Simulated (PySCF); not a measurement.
**Radial density of Sb²⁺ (antimony, charge +2)**

M06-L, [Kr] 4d10 5s1 5p2, high-spin 4P determinant (an excited configuration). Computed with PySCF 2.14 in def2-QZVPPD with the def2 core potential (28 electrons) (8s6p5d4f1g, 88 functions), with scalar relativity through the core potential. This is the valence pseudo-density: the core potential removes the inner electrons and smooths the orbitals near the nucleus.

```json
{"r (bohr)": "0.00408", "4πr²ρ (e/bohr)": "2.331e-05", "4πr²(ρα − ρβ)": "0.0000"}
{"r (bohr)": "0.00686", "4πr²ρ (e/bohr)": "5.894e-05", "4πr²(ρα − ρβ)": "0.0000"}
{"r (bohr)": "0.0115", "4πr²ρ (e/bohr)": "0.0001337", "4πr²(ρα − ρβ)": "0.0000"}
{"r (bohr)": "0.0194", "4πr²ρ (e/bohr)": "0.0002710", "4πr²(ρα − ρβ)": "0.0000"}
{"r (bohr)": "0.0326", "4πr²ρ (e/bohr)": "0.0004555", "4πr²(ρα − ρβ)": "0.0000"}
{"r (bohr)": "0.0549", "4πr²ρ (e/bohr)": "0.0007386", "4πr²(ρα − ρβ)": "0.0001"}
{"r (bohr)": "0.0923", "4πr²ρ (e/bohr)": "0.002630", "4πr²(ρα − ρβ)": "0.0001"}
{"r (bohr)": "0.155", "4πr²ρ (e/bohr)": "0.02626", "4πr²(ρα − ρβ)": "0.0002"}
{"r (bohr)": "0.261", "4πr²ρ (e/bohr)": "0.4084", "4πr²(ρα − ρβ)": "0.0054"}
{"r (bohr)": "0.439", "4πr²ρ (e/bohr)": "6.533", "4πr²(ρα − ρβ)": "0.1424"}
{"r (bohr)": "0.739", "4πr²ρ (e/bohr)": "24.60", "4πr²(ρα − ρβ)": "0.2279"}
{"r (bohr)": "1.24", "4πr²ρ (e/bohr)": "10.33", "4πr²(ρα − ρβ)": "0.3582"}
{"r (bohr)": "2.09", "4πr²ρ (e/bohr)": "2.346", "4πr²(ρα − ρβ)": "1.7219"}
{"r (bohr)": "3.52", "4πr²ρ (e/bohr)": "0.4192", "4πr²(ρα − ρβ)": "0.4156"}
{"r (bohr)": "5.92", "4πr²ρ (e/bohr)": "0.004625", "4πr²(ρα − ρβ)": "0.0046"}
```

Energies and moments cover only the electrons outside the core potential.
